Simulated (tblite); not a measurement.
Parent: `[CH3:1][CH2:2][Si@H:3]1[CH:4]=[CH:5][C:6]1=[O:7]` with C1–C2–Si3–C4 -162°, C5H8OSi.

Computed geometry: GFN2-xTB, gas phase. One conformer each, not checked by frequencies here.

```csv
coordinate of the parent,value
C1–C2,1.527 Å
C2–Si3,1.901 Å
Si3–C4,1.906 Å
C4=C5,1.344 Å
C5–C6,1.478 Å
C6=O7,1.205 Å
Si3–C6,1.955 Å
C1–C2–Si3,112.3°
C2–Si3–C4,117.3°
C2–Si3–C6,119.1°
C4–Si3–C6,69.9°
Si3–C4–C5,96.7°
C4–C5–C6,103.1°
C5–C6–O7,130.5°
Si3–C6–C5,90.3°
Si3–C6–O7,139.1°
```

**Question.** How does the shared frame change in `[CH3:1][CH2:2][Si@H:3]1[C:4](=[O:5])[CH:6]=[C:7]1[CH:8]=[O:9]` with C1–C2–Si3–C4 85°, C6–C7–C8–O9 129°, C6H8O2Si? Atoms pair as C1 = C1, C2 = C2, Si3 = Si3, C4 = C7, C5 = C6, C6 = C4, O7 = O5 (parent first).

**Answer.** 
```
   parent   relative  value in the relative  change
    C1–C2      C1–C2                1.528 Å  +0.001
   C2–Si3     C2–Si3                1.898 Å  -0.003
   Si3–C4     Si3–C7                1.929 Å  +0.023
    C4=C5      C7=C6                1.348 Å  +0.004
    C5–C6      C6–C4                1.479 Å  +0.001
    C6=O7      C4=O5                1.203 Å  -0.002
   Si3–C6     Si3–C4                1.960 Å  +0.005
C1–C2–Si3  C1–C2–Si3                 113.0°    +0.7
C2–Si3–C4  C2–Si3–C7                 116.7°    -0.6
C2–Si3–C6  C2–Si3–C4                 119.0°    -0.1
C4–Si3–C6  C7–Si3–C4                  69.6°    -0.3
Si3–C4–C5  Si3–C7–C6                  96.3°    -0.4
 C4–C5–C6   C7–C6–C4                 103.3°    +0.2
 C5–C6–O7   C6–C4–O5                 130.2°    -0.3
Si3–C6–C5  Si3–C4–C6                  90.8°    +0.5
Si3–C6–O7  Si3–C4–O5                 138.9°    -0.2
```

Of the parent's bonds, Si3–C4 changes most (+0.023 Å). Bonds of the relative outside the shared frame: C7–C8 1.448, C8=O9 1.205 Å. Point group C1 → C1.

**Question.** How does the shared frame change in `[CH3:1][CH2:2][Si@H:3]1[C:4](=[O:5])[CH:6]=[C:7]1[CH2:8][C:9]#[N:10]` with C1–C2–Si3–C4 -31°, C6–C7–C8–C9 132°, C7H9NOSi? Atoms pair as C1 = C1, C2 = C2, Si3 = Si3, C4 = C7, C5 = C6, C6 = C4, O7 = O5 (parent first).

**Answer.** 
```csv
parent,relative,value in the relative,change
C1–C2,C1–C2,1.528 Å,+0.001
C2–Si3,C2–Si3,1.898 Å,-0.003
Si3–C4,Si3–C7,1.916 Å,+0.010
C4=C5,C7=C6,1.346 Å,+0.002
C5–C6,C6–C4,1.476 Å,-0.002
C6=O7,C4=O5,1.205 Å,0.000
Si3–C6,Si3–C4,1.956 Å,+0.001
C1–C2–Si3,C1–C2–Si3,112.9°,+0.6
C2–Si3–C4,C2–Si3–C7,115.3°,-2.0
C2–Si3–C6,C2–Si3–C4,118.4°,-0.7
C4–Si3–C6,C7–Si3–C4,69.5°,-0.4
Si3–C4–C5,Si3–C7–C6,96.8°,+0.1
C4–C5–C6,C7–C6–C4,102.8°,-0.3
C5–C6–O7,C6–C4–O5,130.3°,-0.2
Si3–C6–C5,Si3–C4–C6,90.9°,+0.6
Si3–C6–O7,Si3–C4–O5,138.8°,-0.3
```

Of the parent's bonds, Si3–C4 changes most (+0.010 Å). Bonds of the relative outside the shared frame: C7–C8 1.493, C8–C9 1.442, C9≡N10 1.143 Å. Point group C1 → C1.

**Question.** How does the shared frame change in `[CH3:1][CH2:2][Si@H:3]1[C:4](=[O:5])[CH:6]=[C:7]1[S:8][CH3:9]` with C1–C2–Si3–C4 -156°, C6–C7–S8–C9 -1°, C6H10OSSi? Atoms pair as C1 = C1, C2 = C2, Si3 = Si3, C4 = C7, C5 = C6, C6 = C4, O7 = O5 (parent first).

**Answer.** 
| parent | relative | value in the relative | change |
| --- | --- | --- | --- |
| C1–C2 | C1–C2 | 1.527 Å | 0.000 |
| C2–Si3 | C2–Si3 | 1.899 Å | -0.002 |
| Si3–C4 | Si3–C7 | 1.920 Å | +0.014 |
| C4=C5 | C7=C6 | 1.359 Å | +0.015 |
| C5–C6 | C6–C4 | 1.458 Å | -0.020 |
| C6=O7 | C4=O5 | 1.209 Å | +0.004 |
| Si3–C6 | Si3–C4 | 1.950 Å | -0.005 |
| C1–C2–Si3 | C1–C2–Si3 | 112.5° | +0.2 |
| C2–Si3–C4 | C2–Si3–C7 | 115.1° | -2.2 |
| C2–Si3–C6 | C2–Si3–C4 | 120.7° | +1.6 |
| C4–Si3–C6 | C7–Si3–C4 | 69.4° | -0.5 |
| Si3–C4–C5 | Si3–C7–C6 | 96.2° | -0.5 |
| C4–C5–C6 | C7–C6–C4 | 102.8° | -0.3 |
| C5–C6–O7 | C6–C4–O5 | 130.5° | 0.0 |
| Si3–C6–C5 | Si3–C4–C6 | 91.7° | +1.4 |
| Si3–C6–O7 | Si3–C4–O5 | 137.8° | -1.3 |

Of the parent's bonds, C5–C6 changes most (-0.020 Å). Bonds of the relative outside the shared frame: C7–S8 1.715, S8–C9 1.821 Å. Point group C1 → C1.

**Question.** How does the shared frame change in `[CH3:1][CH2:2][O:3][C:4]1=[CH:5][C:6](=[O:7])[Si@H:8]1[CH2:9][CH3:10]` with C1–C2–O3–C4 180°, C2–O3–C4–C5 0°, C6–Si8–C9–C10 150°, C7H12O2Si? Atoms pair as C1 = C10, C2 = C9, Si3 = Si8, C4 = C6, C5 = C5, C6 = C4, O7 = O3 (parent first).

**Answer.** 
```csv
parent,relative,value in the relative,change
C1–C2,C10–C9,1.528 Å,+0.001
C2–Si3,C9–Si8,1.902 Å,+0.001
Si3–C4,Si8–C6,1.951 Å,+0.045
C4=C5,C6–C5,1.456 Å,+0.112
C5–C6,C5=C4,1.361 Å,-0.117
C6=O7,C4–O3,1.324 Å,+0.119
Si3–C6,Si8–C4,1.919 Å,-0.036
C1–C2–Si3,C10–C9–Si8,112.1°,-0.2
C2–Si3–C4,C9–Si8–C6,120.6°,+3.3
C2–Si3–C6,C9–Si8–C4,114.1°,-5.0
C4–Si3–C6,C6–Si8–C4,69.3°,-0.6
Si3–C4–C5,Si8–C6–C5,91.8°,-4.9
C4–C5–C6,C6–C5–C4,102.6°,-0.5
C5–C6–O7,C5–C4–O3,131.3°,+0.8
Si3–C6–C5,Si8–C4–C5,96.3°,+6.0
Si3–C6–O7,Si8–C4–O3,132.4°,-6.7
```

Of the parent's bonds, C6–O7 changes most (+0.119 Å). Bonds of the relative outside the shared frame: C1–C2 1.518, C2–O3 1.427, C6=O7 1.209 Å. Point group C1 → C1.

**Question.** How does the shared frame change in `[CH3:1][CH2:2][Si@H:3]1[C:4](=[O:5])[CH:6]=[C:7]1[CH2:8][NH2:9]` with C1–C2–Si3–C4 -162°, C6–C7–C8–N9 142°, C7–C8–N9–H -67° and 174°, C6H11NOSi? Atoms pair as C1 = C1, C2 = C2, Si3 = Si3, C4 = C7, C5 = C6, C6 = C4, O7 = O5 (parent first).

**Answer.** 
```csv
parent,relative,value in the relative,change
C1–C2,C1–C2,1.527 Å,0.000
C2–Si3,C2–Si3,1.899 Å,-0.002
Si3–C4,Si3–C7,1.912 Å,+0.006
C4=C5,C7=C6,1.348 Å,+0.004
C5–C6,C6–C4,1.472 Å,-0.006
C6=O7,C4=O5,1.206 Å,+0.001
Si3–C6,Si3–C4,1.953 Å,-0.002
C1–C2–Si3,C1–C2–Si3,112.0°,-0.3
C2–Si3–C4,C2–Si3–C7,117.3°,0.0
C2–Si3–C6,C2–Si3–C4,120.4°,+1.3
C4–Si3–C6,C7–Si3–C4,69.7°,-0.2
Si3–C4–C5,Si3–C7–C6,96.5°,-0.2
C4–C5–C6,C7–C6–C4,103.1°,0.0
C5–C6–O7,C6–C4–O5,130.4°,-0.1
Si3–C6–C5,Si3–C4–C6,90.7°,+0.4
Si3–C6–O7,Si3–C4–O5,138.9°,-0.2
```

Of the parent's bonds, Si3–C4 and C5–C6 change most and about equally (-0.006 to +0.006 Å). Bonds of the relative outside the shared frame: C7–C8 1.485, C8–N9 1.458 Å. Point group C1 → C1.
